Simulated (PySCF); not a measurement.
Computed IR spectrum (relative IR intensity) of a molecule H4OSeSi. Geometry: ωB97X-D3(BJ)/def2-SVP. One conformer was computed; it need not be the lowest. Computed with ωB97X-D3(BJ)/def2-SVP in PySCF. Frequencies are harmonic and unscaled.

```tsv
ν (cm⁻¹)	relative intensity
167	2.3
223	8.6
304	29
417	11
504	5.2
698	16
765	5.3
837	33
915	2.7
920	100
965	30
2261	32
2308	27
2497	2.7
3925	27
```

Q: Pick the molecule that these values belong to.
A) O[SiH2][SeH]
B) [SiH3]O[SeH]
C) O[Se][SiH3]

A: A, O[SiH2][SeH]
